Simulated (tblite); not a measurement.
A geometry optimisation, step by step.

C₆H₁₆N₂Si.
Bonds: C1–C2 (double), C2–Si3, Si3–N4, C2–N5, N5–C6, N5–C7, C7–C8, C8–C9. Hydrogens: H10, H11 on C1; H12, H13 on Si3; H14, H15 on N4; H16, H17, H18 on C6; H19, H20 on C7; H21, H22 on C8; H23, H24, H25 on C9.

Computed with GFN2-xTB (tblite), gas phase: L-BFGS steps from a force-field or distance-geometry start until the largest atomic force falls under 0.01 eV/Å. 3 of its 261 geometries are shown.

Step 0: E = -776.3009 eV, largest atomic force 2.990 eV/Å
```
atom  x, y, z in Å  |  force x, y, z in eV/Å
C1     -1.135   -1.957    1.376   -0.572  -0.223   0.561
C2     -1.126   -0.831    0.658    1.776  -1.638  -0.330
Si3    -2.479    0.345    0.885   -2.282   1.805  -0.689
N4     -3.026    1.080   -0.689   -0.997  -0.471   1.374
N5     -0.017   -0.651   -0.203    0.125   0.236  -0.650
C6     -0.246   -0.657   -1.647   -0.069   0.227   0.289
C7      1.347   -0.452    0.241   -0.154  -1.569   0.467
C8      1.895    0.935   -0.015   -0.951   0.399  -0.353
C9      3.301    1.083    0.474    1.532   0.867  -0.083
H10    -1.962   -2.186    2.087    1.028   0.140  -0.670
H11    -0.324   -2.661    1.241   -0.201  -0.082   0.335
H12    -3.612   -0.429    1.483    0.220   0.240  -0.158
H13    -2.161    1.388    1.891    0.052  -0.061  -0.297
H14    -3.195    2.095   -0.552   -0.046  -1.052  -0.380
H15    -3.937    0.606   -0.964    1.475   1.059   0.254
H16     0.652   -1.044   -2.162   -0.334   0.119   0.281
H17    -0.450    0.364   -2.032   -0.045  -0.442   0.059
H18    -1.098   -1.323   -1.898    0.441   0.461   0.226
H19     1.448   -0.720    1.338   -0.288   0.269  -1.048
H20     1.985   -1.177   -0.339   -0.200   0.333   0.485
H21     1.258    1.684    0.517    0.307  -0.447  -0.560
H22     1.837    1.083   -1.116    0.044   0.314   0.676
H23     4.049    0.469   -0.087   -0.736   0.377   0.337
H24     3.397    0.810    1.541   -0.089   0.312  -0.541
H25     3.588    2.167    0.318   -0.038  -1.174   0.416
```

Step 130: E = -777.1738 eV, largest atomic force 0.049 eV/Å
```
atom  x, y, z in Å  |  force x, y, z in eV/Å
C1     -0.681   -1.340    1.839    0.011   0.001  -0.011
C2     -0.941   -0.739    0.668    0.010   0.018   0.004
Si3    -2.562    0.259    0.680   -0.012   0.013   0.015
N4     -3.189    0.764   -0.852   -0.030  -0.010   0.006
N5     -0.051   -0.764   -0.396   -0.007  -0.009  -0.007
C6     -0.467   -0.230   -1.668   -0.001   0.010   0.005
C7      1.370   -0.682   -0.143   -0.012  -0.006   0.008
C8      1.849    0.738    0.201   -0.021  -0.006  -0.001
C9      3.304    0.725    0.648    0.006   0.002  -0.004
H10    -1.413   -1.328    2.625    0.014   0.018   0.000
H11     0.226   -1.875    2.067    0.000   0.007  -0.044
H12    -3.519   -0.544    1.459   -0.025  -0.001   0.009
H13    -2.323    1.545    1.352    0.013  -0.014  -0.010
H14    -3.913    1.464   -0.810    0.017  -0.004  -0.026
H15    -3.453    0.064   -1.526    0.004  -0.010   0.005
H16     0.307   -0.441   -2.407   -0.014   0.012   0.016
H17    -0.652    0.850   -1.652    0.000   0.006   0.001
H18    -1.380   -0.730   -1.988    0.001   0.012  -0.003
H19     1.625   -1.350    0.679    0.001  -0.002  -0.010
H20     1.894   -1.041   -1.036    0.012   0.002   0.045
H21     1.216    1.134    0.999    0.006  -0.018   0.005
H22     1.736    1.387   -0.670   -0.004  -0.032   0.019
H23     3.928    0.292   -0.132    0.040   0.007   0.028
H24     3.419    0.132    1.554    0.008   0.006  -0.038
H25     3.658    1.733    0.854   -0.018  -0.002  -0.011
```

Step 260: E = -777.3583 eV, largest atomic force 0.010 eV/Å
```
atom  x, y, z in Å  |  force x, y, z in eV/Å
C1     -0.656   -0.831    1.839    0.002   0.000  -0.004
C2     -1.008   -0.287    0.665   -0.002  -0.009   0.000
Si3    -2.815    0.252    0.467    0.001   0.007   0.000
N4     -3.451   -0.568   -0.918    0.005  -0.006  -0.002
N5     -0.151   -0.172   -0.413   -0.002  -0.003   0.000
C6     -0.442    0.793   -1.444   -0.003   0.002  -0.001
C7      1.246   -0.516   -0.275   -0.006  -0.003  -0.001
C8      2.094    0.555    0.425    0.007  -0.007  -0.002
C9      3.535    0.096    0.602    0.005  -0.007  -0.002
H10    -1.389   -0.962    2.614   -0.004   0.005   0.000
H11     0.333   -1.175    2.085    0.009  -0.002  -0.002
H12    -3.504   -0.035    1.733   -0.004  -0.001   0.004
H13    -2.980    1.679    0.161   -0.003  -0.002   0.004
H14    -4.418   -0.412   -1.155   -0.003   0.003   0.001
H15    -3.235   -1.547   -1.024    0.000   0.000   0.000
H16     0.210    0.606   -2.298    0.001   0.001   0.001
H17    -0.286    1.828   -1.111    0.004   0.003  -0.005
H18    -1.474    0.686   -1.771    0.007   0.003   0.002
H19     1.316   -1.457    0.274    0.002  -0.002   0.006
H20     1.648   -0.693   -1.279    0.003   0.004   0.000
H21     1.652    0.774    1.399   -0.005   0.002   0.004
H22     2.073    1.473   -0.166   -0.004   0.008  -0.001
H23     3.994   -0.101   -0.365   -0.003  -0.004  -0.002
H24     3.574   -0.819    1.190    0.002   0.003   0.004
H25     4.122    0.856    1.111   -0.007   0.004  -0.002
```

Q: Summarise the path.

A: The energy falls by 24.38 kcal/mol from step 0 to step 260; nine tenths of that is first reached at step 170. It rises by more than 0.2 meV at steps 118, 164 and 169. The largest force goes from 2.990 to 0.010 eV/Å. Among the bonds Si3–N4 changes most, from 1.821 to 1.731 Å; the atoms move by 1.463 Å rms after alignment.

Q: Follow the three bonds and two angles with the largest change from start to end.

A: 
```csv
step,E above end (kcal/mol),largest force (eV/Å),Si3–N4 (Å),C2–Si3 (Å),N4–H15 (Å),Si3–N4–H15 (°),Si3–N4–H14 (°)
0,24.38,2.990,1.821,1.807,1.063,107.5,109.2
11,10.74,0.321,1.724,1.926,1.005,117.1,119.9
23,8.56,0.109,1.730,1.896,1.008,120.7,116.0
34,7.57,0.109,1.731,1.898,1.009,118.4,117.6
45,6.60,0.123,1.724,1.897,1.008,118.3,117.3
57,5.97,0.106,1.726,1.900,1.005,119.7,118.8
68,5.39,0.104,1.729,1.903,1.007,119.2,115.5
79,5.15,0.078,1.730,1.903,1.008,119.7,115.4
90,4.95,0.043,1.730,1.903,1.007,119.1,116.3
102,4.82,0.051,1.730,1.903,1.007,118.6,116.1
113,4.72,0.062,1.728,1.904,1.008,118.9,117.0
124,4.38,0.096,1.730,1.904,1.008,119.0,115.7
136,4.11,0.124,1.730,1.903,1.008,119.3,116.2
147,3.95,0.048,1.730,1.902,1.007,118.7,115.8
158,3.75,0.175,1.734,1.902,1.007,118.0,115.4
170,2.40,0.242,1.732,1.901,1.009,118.0,117.8
181,1.30,0.126,1.735,1.894,1.008,118.0,116.0
192,0.90,0.088,1.731,1.897,1.007,118.6,117.4
203,0.45,0.050,1.731,1.896,1.008,117.8,117.5
215,0.19,0.059,1.731,1.897,1.007,116.7,118.6
226,0.10,0.019,1.730,1.895,1.008,117.6,117.9
237,0.06,0.022,1.731,1.895,1.008,118.1,117.8
249,0.02,0.027,1.731,1.896,1.008,117.7,118.0
260,0.00,0.010,1.731,1.896,1.008,117.7,117.9
```

What follows is the cost of the whole relaxation. On one thread of an Intel Xeon at 2.50 GHz, shared host with 64 logical CPUs at a one-minute load of 25, this took 9.7 s wall, 8.5 s CPU.
